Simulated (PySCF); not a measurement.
A structure optimised at PBE-D3(BJ)/def2-SVP, used in a PySCF frequency run:

```
Si
O 1 1.6437
O 1 1.6440 2 110.10
O 1 1.6501 2 108.64 3 -121.90
Si 3 1.6870 1 138.25 2 109.09
Si 4 1.6871 1 137.64 2 -155.17
Si 2 1.6882 1 135.18 3 139.56
H 5 1.4986 3 106.72 1 -172.87
H 6 1.4986 4 107.04 1 -161.61
H 7 1.4986 2 106.90 1 167.02
H 6 1.5015 9 109.97 4 119.39
H 7 1.5018 10 109.93 2 -119.54
H 5 1.5021 8 110.06 3 -119.91
H 5 1.5024 8 109.85 13 -120.83
H 7 1.5033 10 109.93 12 -120.73
H 6 1.5035 9 110.00 11 120.85
Cl 1 2.0778 2 109.77 7 -101.35
```

Write its SMILES and formula.

[SiH3]O[Si](Cl)(O[SiH3])O[SiH3], ClH₉O₃Si₄

What are its rotational constants (standard atomic weights)?

0.82399, 0.64111, 0.48634 GHz
